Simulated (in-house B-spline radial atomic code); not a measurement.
Results of a calculation; reference values are marked as such.
## V in an electron gas of r_s = 2.2: phase shifts, screening, friction and resistivity

A nucleus sits in a uniform electron gas with a rigid positive background. The Kohn-Sham equations are solved self-consistently in the spin-unpolarised LDA (PW92), non-relativistic, on B-splines with outgoing waves at the boundary and partial waves to l = 8. The model has no lattice, no bands and no magnetic solution. Atomic units; δ_l are the phase shifts at the Fermi level, counted so that each bound state adds π, and good to about 0.0005.

The density parameter is r_s = 2.2 bohr, near that of the valence electrons of Ga (3 per atom, density 5.91 g/cm³, mass 69.72 u, which gives r_s = 2.19).

```csv
l,δ_l (rad)
0,8.8652
1,6.2064
2,1.7243
3,0.0016
4,0.0004
5,-0.0003
6,-0.0003
7,-0.0004
8,-0.0004
```

Bound levels below the band bottom (hartree): s -194.5, s -21.11, p -17.73, s -1.877, p -0.9719.

Question: Check the Friedel sum rule, and say where the screening charge sits.

Answer: k_F = (9π/4)^(1/3)/r_s = 0.87234. The rule is Z = (2/π) Σ (2l + 1) δ_l. The terms are s 5.644, p 11.853, d 5.489, f 0.007 and -0.010 beyond, in all 22.982 against Z = 23. Bound states hold 6 s, 12 p, 0 d electrons, so the scattering states carry 4.98 in all; where a term is smaller than its bound count, the bound level has drawn weight out of the band.

Question: Find the transport cross section and the electronic stopping of a 10 keV V ion (mass 50.94 u).

Answer: σ_tr = (4π/k_F²) Σ (l + 1) sin²(δ_l − δ_(l+1)). The terms for l = 0 to 3 are 0.2155, 1.8958, 2.9313, 0.0000, all together 5.0426, so σ_tr = 16.513 × 5.0426 = 83.271 bohr². With n = 3/(4π r_s³) = 0.02242, the friction coefficient is Q = n k_F σ_tr = 1.6286. For v well below v_F = 0.872, dE/dx = Q v; with 24801 eV per u at v = 1, v = √(10000/(24801 × 50.94)) = 0.0890, so dE/dx = 0.14490 hartree/bohr = 74.5 eV/nm. The largest term couples the d and f waves.

Question: What residual resistivity would 1 atomic per cent of such centres give in Ga?

Answer: Δρ = k_F n_i σ_tr/n in atomic units of 21.74 μΩ·cm. With one host atom per 3 electrons, n_i/n = 0.01/3, so Δρ = 0.8723 × 0.00333 × 83.271 × 21.74 = 5.26 μΩ·cm. This is an atom added to the gas, as on an interstitial site.

Question: On a substitutional site the background of one host ion, a sphere holding 3 charges, is taken out. The phase shifts for l = 0 to 4 become 8.5222, 5.8889, 1.1516, -0.0543, -0.0131. What follows?

Answer: The Friedel sum is now 19.99, for Z − 3 = 20. The sum in σ_tr is 4.8609, so σ_tr = 80.27 bohr² and Δρ = 5.07 μΩ·cm per atomic per cent, 0.96 times the value above. A real host ion scatters too, so this model doesn't give zero even for the host's own atom.
